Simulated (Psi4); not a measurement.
Cs, charge +2, doublet (a state made from the parent by changing its charge; the spin is typed, not shown lowest) (core potentials on Cs); HF/def2-SV(P) (Psi4).

Psi4 was given this input:
```
memory 2 GB

molecule mol {
2 2
Cs    0.000000    0.000000    0.000000
}

set {
  basis def2-sv(p)
  reference uhf
}

energy('scf')
print_variables()
```

Problem. Write the output that Psi4 gives for this input, abridged.

Solution. 
```
   => Loading Basis Set <=

    Name: DEF2-SV(P)
    Role: ORBITAL
    Keyword: BASIS

    !!!  WARNING: ECP capability is in beta. Please check occupations closely.  !!!

         ---------------------------------------------------------
                                   SCF
               by Justin Turney, Rob Parrish, Andy Simmonett
                          and Daniel G. A. Smith
                              UHF Reference
         ---------------------------------------------------------

  ==> Geometry <==

    Molecular point group: d2h
    Geometry (in Angstrom), charge = 2, multiplicity = 2:

       Center              X                  Y                   Z               Mass
    ------------   -----------------  -----------------  -----------------  -----------------
         CS           0.000000000000     0.000000000000     0.000000000000   132.905451961000

  Running in d2h symmetry.

  Rotational constants: A = ************  B = ************  C = ************ [cm^-1]
  Rotational constants: A = ************  B = ************  C = ************ [MHz]
  Nuclear repulsion =    0.000000000000000

  Charge       = 2
  Multiplicity = 2
  Electrons    = 7
  Nalpha       = 4
  Nbeta        = 3

  ==> Algorithm <==

  SCF Algorithm Type is DF.
  DIIS enabled.
  MOM disabled.
  Fractional occupation disabled.
  Guess Type is CORE.
  Energy threshold   = 1.00e-06
  Density threshold  = 1.00e-06
  Integral threshold = 1.00e-12

  ==> Primary Basis <==

  Basis Set: DEF2-SV(P)
    Blend: DEF2-SV(P)
    Number of shells: 10
    Number of basis functions: 24
    Number of Cartesian functions: 26
    Spherical Harmonics?: true
    Max angular momentum: 2

  Core potential: DEF2-SV(P)
    Number of shells: 4
    Number of ECP primitives: 10
    Number of ECP core electrons: 46
    Max angular momentum: 3

   => Loading Basis Set <=

    Name: (DEF2-SV(P) AUX)
    Role: JKFIT
    Keyword: DF_BASIS_SCF

  ==> Integral Setup <==

  SCF_SUBTYPE=INCORE selected. In-core MEM_DF algorithm will be used.
  Using in-core AOs.

  ==> MemDFJK: Density-Fitted J/K Matrices <==

    J tasked:                   Yes
    K tasked:                   Yes
    wK tasked:                   No
    Algorithm:                 Core
    Schwarz Cutoff:           1E-12
    Mask sparsity (%):       0.0000
    Fitting Condition:        1E-10

   => Auxiliary Basis Set <=

  Basis Set: (DEF2-SV(P) AUX)
    Blend: DEF2-UNIVERSAL-JKFIT
    Number of shells: 34
    Number of basis functions: 130
    Number of Cartesian functions: 171
    Spherical Harmonics?: true
    Max angular momentum: 5

  Minimum eigenvalue in the overlap matrix is 3.1021324126E-02.
  Reciprocal condition number of the overlap matrix is 1.0651281242E-02.
    Using symmetric orthogonalization.

  ==> Pre-Iterations <==

  SCF Guess: Core (One-Electron) Hamiltonian.

   -------------------------------------------------------
    Irrep   Nso     Nmo     Nalpha   Nbeta   Ndocc  Nsocc
   -------------------------------------------------------
     Ag         9       9       1       1       1       0
     B1g        2       2       0       0       0       0
     B2g        2       2       0       0       0       0
     B3g        2       2       0       0       0       0
     Au         0       0       0       0       0       0
     B1u        3       3       1       1       1       0
     B2u        3       3       1       1       1       0
     B3u        3       3       1       0       0       1
   -------------------------------------------------------
    Total      24      24       4       3       3       1
   -------------------------------------------------------

  ==> Iterations <==

                           Total Energy        Delta E     RMS |[F,P]|

   @DF-UHF iter   1:   -18.62591614685960   -1.86259e+01   5.20189e-02 DIIS/ADIIS
   @DF-UHF iter   2:   -18.88421382404173   -2.58298e-01   6.71646e-03 DIIS/ADIIS
   @DF-UHF iter   3:   -18.88850528759038   -4.29146e-03   2.93982e-04 DIIS/ADIIS
   @DF-UHF iter   4:   -18.88851195704328   -6.66945e-06   3.51795e-05 DIIS
   @DF-UHF iter   5:   -18.88851208288690   -1.25844e-07   4.94098e-06 DIIS
   @DF-UHF iter   6:   -18.88851208575336   -2.86645e-09   7.82358e-07 DIIS
  Energy and wave function converged.

  ==> Post-Iterations <==

   @Spin Contamination Metric:   1.836627956E-03
   @S^2 Expected:                7.500000000E-01
   @S^2 Observed:                7.518366280E-01
   @S   Expected:                5.000000000E-01
   @S   Observed:                5.000000000E-01

    Orbital Energies [Eh]
    ---------------------

    Alpha Occupied:

[...]
       1B1u   -1.240543

    Alpha Virtual:

[...]
    Beta Occupied:

[...]
    Beta Virtual:

[...]
    Final Occupation by Irrep:
             Ag   B1g   B2g   B3g    Au   B1u   B2u   B3u
    DOCC [     1,    0,    0,    0,    0,    1,    1,    0 ]
    SOCC [     0,    0,    0,    0,    0,    0,    0,    1 ]
    NA   [     1,    0,    0,    0,    0,    1,    1,    1 ]
    NB   [     1,    0,    0,    0,    0,    1,    1,    0 ]

  @DF-UHF Final Energy:   -18.88851208575336

   => Energetics <=

    Nuclear Repulsion Energy =              0.0000000000000000
    One-Electron Energy =                 -27.8264981453700528
    Two-Electron Energy =                   8.9379860596166978
    Total Energy =                        -18.8885120857533551

  UHF NO Occupations:
  HONO-2 :    1B1u 1.9999648
  HONO-1 :    1 Ag 1.9991517
  HONO-0 :    1B3u 1.0000000
  LUNO+0 :    2 Ag 0.0008483
  LUNO+1 :    2B2u 0.0000352
  LUNO+2 :    2B1u 0.0000352
  LUNO+3 :    2B3u 0.0000000

Computation Completed

Properties will be evaluated at   0.000000,   0.000000,   0.000000 [a0]

Properties computed using the SCF density matrix

 Multipole Moments:

 ------------------------------------------------------------------------------------
     Multipole            Electronic (a.u.)      Nuclear  (a.u.)        Total (a.u.)
 ------------------------------------------------------------------------------------

 L = 1.  Multiply by 2.5417464519 to convert [e a0] to [Debye]
 Dipole X            :          0.0000000            0.0000000            0.0000000
 Dipole Y            :          0.0000000            0.0000000            0.0000000
 Dipole Z            :          0.0000000            0.0000000            0.0000000
 Magnitude           :                                                    0.0000000

 ------------------------------------------------------------------------------------

  Variable Map:
  ----------------------------------------------------------------------------
[...]
  Array Variable Map:
  ----------------------------------------------------------------------------
[...]
[...]
```
